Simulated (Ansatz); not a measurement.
In₁₁As₁₁H₂₈⁺, a nanocrystal cut from wurtzite InAs (hydrogen-capped). The state is a doublet with charge 1. Geometry PBE-D4/def2-SVP, that of the neutral singlet; atoms count from 1.

```xyz
50

In   -2.818   -3.703   -1.791
As   -3.835   -1.634   -3.301
In   -0.224   -3.960    1.290
As    2.465   -3.574    1.150
As   -1.198   -2.127   -0.307
In    0.799   -1.034   -1.708
In   -3.150    0.963   -3.052
As   -0.480    0.869   -3.140
In    3.727   -1.183    1.452
As    2.421    0.419   -0.158
In    4.528    1.470   -1.486
In    0.321    3.408   -2.905
As    3.007    3.186   -3.014
As   -0.538   -2.963    3.816
In   -2.636   -0.439    1.157
As   -3.483    1.500   -0.468
In    0.127   -0.452    4.612
As    2.755   -0.648    3.951
As   -0.759    0.925    2.551
In    1.234    2.281    1.320
In   -2.861    4.048    0.295
As   -0.213    3.800   -0.329
H    -1.860   -4.649   -2.890
H    -4.145   -4.210   -0.784
H    -3.696   -1.934   -4.794
H    -5.363   -1.659   -3.283
H    -0.624   -5.654    1.283
H     2.837   -4.021   -0.262
H     3.219   -4.687    1.881
H     1.655   -2.193   -2.698
H    -3.919    2.008   -4.212
H    -0.178    0.528   -4.602
H     5.454   -1.383    1.533
H     5.154    0.293   -2.602
H     5.397    2.504   -0.388
H    -0.341    4.531   -4.058
H     3.328    3.018   -4.500
H     3.543    4.614   -2.905
H    -0.076   -3.987    4.855
H    -2.029   -3.091    4.114
H    -3.802   -1.180    2.225
H    -5.004    1.405   -0.311
H    -0.151   -0.153    6.298
H     3.503   -1.472    5.000
H     3.364    0.698    4.337
H    -1.558    2.021    3.265
H     2.262    3.083    2.483
H    -3.570    5.127   -0.871
H    -2.970    4.096    2.034
H     0.379    5.191   -0.083
```

In the def2 sets In takes a core potential; there is no spin–orbit coupling. Single mean-field runs in def2-TZVP are fitted with def2-universal-jkfit.

(1) Estimate the Mulliken populations of the heavy atoms from the PBE0/def2-TZVP orbitals of Ansatz.

(2) Where does the spin sit?

(3) And the Mayer bond orders between heavy atoms (over 0.3)?

Results:

(1) 
```csv
atom,charge (e),spin (α − β)
In1,0.40,0.04
As2,-0.39,0.01
In3,0.65,-0.02
As4,-0.43,0.03
As5,-0.86,0.30
In6,0.65,-0.03
In7,0.57,0.00
As8,-0.63,0.03
In9,0.65,-0.02
As10,-0.86,0.30
In11,0.40,0.04
In12,0.57,0.00
As13,-0.39,0.01
As14,-0.43,0.01
In15,0.61,-0.02
As16,-0.61,0.01
In17,0.62,-0.01
As18,-0.43,0.01
As19,-0.62,0.14
In20,0.61,-0.02
In21,0.41,0.00
As22,-0.61,0.01
```
Mulliken values depend strongly on the basis.

(2) Summed by element: In -0.03, As 0.85, H 0.18, of 1 unpaired in all. Largest on single atoms: As5 0.30, As10 0.30, As19 0.14.

(3) In1–As2 0.58 (2.76 Å); In1–As5 0.50 (2.70 Å); As2–In7 0.62 (2.70 Å); In3–As4 0.58 (2.72 Å); In3–As5 0.73 (2.62 Å); In3–As14 0.58 (2.73 Å); As4–In9 0.58 (2.72 Å); As5–In6 0.60 (2.67 Å); As5–In15 0.64 (2.66 Å); In6–As8 0.64 (2.70 Å); In6–As10 0.60 (2.67 Å); In7–As8 0.63 (2.67 Å); In7–As16 0.69 (2.66 Å); As8–In12 0.63 (2.67 Å); In9–As10 0.73 (2.62 Å); In9–As18 0.58 (2.73 Å); As10–In11 0.50 (2.70 Å); As10–In20 0.64 (2.66 Å); In11–As13 0.58 (2.76 Å); In12–As13 0.61 (2.70 Å); In12–As22 0.69 (2.66 Å); As14–In17 0.59 (2.72 Å); In15–As16 0.70 (2.67 Å); In15–As19 0.56 (2.71 Å); As16–In21 0.56 (2.73 Å); In17–As18 0.59 (2.72 Å); In17–As19 0.71 (2.63 Å); As19–In20 0.57 (2.71 Å); In20–As22 0.70 (2.67 Å); In21–As22 0.56 (2.73 Å).
